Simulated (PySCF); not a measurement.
Continuum solvent and chemical shifts

Cartesian coordinates in Å; atom numbers follow the order of the lines, from 1:
```xyz
14

F     1.4553   -1.3794   -0.0879
C     1.8496   -0.1706    0.3408
F     2.7638    0.2681   -0.5307
F     2.4561   -0.3608    1.5165
P     0.4841    1.1195    0.5194
C    -0.4288    0.7481   -1.0817
C    -1.2825   -0.3417   -0.4026
C    -0.9057   -0.0262    1.0588
H     0.1944    0.4372   -1.9324
H    -1.0027    1.6363   -1.3868
H    -2.3606   -0.2854   -0.6219
H    -0.9376   -1.3441   -0.6891
H    -0.6210   -0.8747    1.6971
H    -1.6673    0.5621    1.5933
```

GIAO PBE0/pcSseg-1 in PySCF 2.14 on one PBE0-D3(BJ)/def2-SVP conformer, non-relativistic, equivalent nuclei averaged. Solvents enter as an IEF-PCM continuum (cyclohexane with ε = 2.0, dimethylsulfoxide with ε = 46.8) around the gas-phase geometry. Shifts are referred to CFCl3, TMS computed in the same medium.

Gas phase, δ in ppm: F1/F3/F4 -73.1, C2 141.3, C7 29.2, C6/C8 18.6, H11/H12 3.03, H9/H10/H13/H14 2.07. Dipole moment 2.54 D.

Question: How does each δ change in the continuum?

Answer: 
```json
{"atoms": "F1/F3/F4", "environment": "fluorine of a CF3 group", "Δδ, cyclohexane": "+0.1", "Δδ, dimethylsulfoxide": "+0.5"}
{"atoms": "C2", "environment": "CF3 carbon", "Δδ, cyclohexane": "+0.7", "Δδ, dimethylsulfoxide": "+1.8"}
{"atoms": "C7", "environment": "sp3 CH2 in a ring", "Δδ, cyclohexane": "+0.4", "Δδ, dimethylsulfoxide": "+1.0"}
{"atoms": "C6/C8", "environment": "sp3 CH2 bonded to P", "Δδ, cyclohexane": "+0.5", "Δδ, dimethylsulfoxide": "+1.4"}
{"atoms": "H11/H12", "environment": "hydrogen on an sp3 CH2 in a ring", "Δδ, cyclohexane": "+0.01", "Δδ, dimethylsulfoxide": "+0.01"}
{"atoms": "H9/H10/H13/H14", "environment": "hydrogen on an sp3 CH2 bonded to P", "Δδ, cyclohexane": "+0.08", "Δδ, dimethylsulfoxide": "+0.19"}
```

Changes are relative to the gas phase. The dipole moment becomes 2.81 D in cyclohexane, 3.22 D in dimethylsulfoxide.

Question: Which nuclei move most (in ppm), and what does the model miss?

Answer: C2 (CF3 carbon, +1.8 ppm) in dimethylsulfoxide. A continuum only polarises the solute; specific hydrogen bonds, the anisotropy of aromatic solvents and changes of geometry or conformer are outside it.
